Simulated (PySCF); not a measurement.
# Ionisation energy of Zr³²⁺ by level of theory

Zr³²⁺ [He] 2s2 2p4 [2p1/2^2 2p3/2^2, M_J = 2] → Zr³³⁺ [He] 2s2 2p3 [2p1/2^2 2p3/2^1, M_J = 3/2], as a difference of total energies. Computed with PySCF 2.14 in an uncontracted even-tempered set (17 s from 12 bohr⁻², ratio 2.4; 12 p from 16 bohr⁻², ratio 2.4; 5 d from 60 bohr⁻², ratio 2.6; 4 f from 90 bohr⁻², ratio 2.6), with the two-component X2C-1e Hamiltonian. Correlated levels: nothing frozen; the 32 highest virtual spinors dropped. "Screened" scales the spin-orbit matrix elements by Boettger's factors to mimic the two-electron term; Breit and QED terms are absent.

| method | ionisation energy (eV) |
| --- | --- |
| GHF (spin-free) | 4131.8 |
| GMP2 (spin-free) | 4133.4 |
| GHF (screened spin-orbit) | 4127.5 |
| GMP2 (screened spin-orbit) | 4127.3 |

For this ion Breit and QED terms and the two-electron picture change, all absent here, outweigh the correlation shift from GHF to GMP2.

The spin-free rows relax to the high-spin LS determinant and lack the spin-orbit shift.

The labels give the starting determinants; with spin-orbit coupling the two ends relaxed to ⟨J²⟩ = 6.00, ⟨L²⟩ = 2.98, ⟨S²⟩ = 1.51 and ⟨J²⟩ = 3.75, ⟨L²⟩ = 1.92, ⟨S²⟩ = 1.86.

For comparison: 4127 ± 9 eV (semi-empirical (NIST evaluation); NIST Atomic Spectra Database, ionization energies).
